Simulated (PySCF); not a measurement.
LuB: from constants to spectrum

M06 constants of LuB, quintet, unpaired electrons σ ↑, π ↑↑, δ ↑, a mixture of terms (⟨Lz²⟩ = 5.1) (PySCF, spin-free X2C with a Gaussian nucleus, basis sets Lu x2c-TZVPPall, B x2c-TZVPPall; masses 174.9408 and 11.0093 u):

| Property | Result |
| --- | --- |
| ωe | 613.6 cm⁻¹ |
| ωexe | 2.88 cm⁻¹ |
| Be | 0.35827 cm⁻¹ |
| αe | 0.00209 cm⁻¹ |

**Question.** What force constant and bond length do these constants imply?

**Answer.** Reduced mass μred = 10.357 u; k = 5.8918×10⁻⁷·μred·ωe² (u, cm⁻¹, mdyn/Å) = 2.30 mdyn/Å; Re = √(16.8576/(μred·Be)) (u, cm⁻¹, Å) = 2.131 Å.

**Question.** Estimate the centrifugal constant D from the Kratzer relation and find the Dunham coefficient a1.

**Answer.** D = 4Be³/ωe² = 4.89e-07 cm⁻¹; a1 = −1 − αeωe/(6Be²) = -2.67.

These are scalar-relativistic numbers at best; spin–orbit coupling would shift them, the dissociation energy most. With d or f electrons several states lie close, and the lowest PBE0 determinant need not be the measured ground state.
